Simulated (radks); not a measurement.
The caesium ion Cs25+, configuration [Ar] 3d10 4s2. Method: scalar-relativistic Kohn-Sham, exchange-only LDA, spin-unpolarised, spherical densities, finite nucleus; Fermi nuclear charge, rms radius 4.8041 fm; computed with a radial shooting solver on a logarithmic mesh with Libxc functionals.

Unscreened Slater integrals over Kohn-Sham orbitals (cm^-1). Empty in this configuration: 4p.

integral,value
"F0(4s,4s)",320940
"F0(4s,3d)",403710
"G2(4s,3d)",37952
"F0(4s,3p)",397690
"G1(4s,3p)",39497
"F0(4s,3s)",396680
"G0(4s,3s)",29812
"F0(4s,4p)",316980
"G1(4s,4p)",215320
"F0(3d,3d)",747330
"F2(3d,3d)",378040
"F4(3d,3d)",242520
"F0(3d,3p)",703160
"F2(3d,3p)",339660
"G1(3d,3p)",379600
"G3(3d,3p)",247720
"F0(3d,3s)",697730
"G2(3d,3s)",288400
"F0(3d,4p)",397670
"F2(3d,4p)",112710
"G1(3d,4p)",37279
"G3(3d,4p)",37360
"F0(3p,3p)",676720
"F2(3p,3p)",340880
"F0(3p,3s)",671580
"G1(3p,3s)",440140
"F0(3p,4p)",391700
"F2(3p,4p)",119790
"G0(3p,4p)",32383
"G2(3p,4p)",39251
"F0(3s,3s)",667860
"F0(3s,4p)",390310
"G1(3s,4p)",34258
"F0(4p,4p)",313320
"F2(4p,4p)",164210
